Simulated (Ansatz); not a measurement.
CH6O3Ti (`[CH3][Ti]([OH])([OH])[OH]`). Charge 0, multiplicity 1. Correlated methods include outer-core shells of Ti, which these sets cover unevenly. Scalar relativity is left out up to krypton.

Z-matrix (Å, degrees):
```
C
Ti 1 2.071
H 1 1.094 2 109.6
H 1 1.093 2 109.3 3 119.8
H 1 1.094 2 110.2 3 -120.0
O 2 1.799 1 105.6 3 -61.7
O 2 1.792 1 105.2 3 -179.0
O 2 1.777 1 104.6 3 58.7
H 6 0.957 2 132.4 1 100.4
H 7 0.956 2 139.4 1 -85.5
H 8 0.953 2 155.9 1 116.5
```

**Question.** Give the diagnostics of a CCSD(T)/def2-TZVPP run (frozen core, Ansatz 0.2.0). (An estimate is asked.)

**Answer.** Ansatz gave: T1 = 0.0225, largest single amplitude 0.042, largest double 0.029, (T) share of the correlation energy 4.5 %, 12 CCSD cycles. The RHF solution is stable towards an unrestricted one. T1 lies over the customary mark of 0.02 for closed shells; compounds of d metals often pass it without a breakdown.
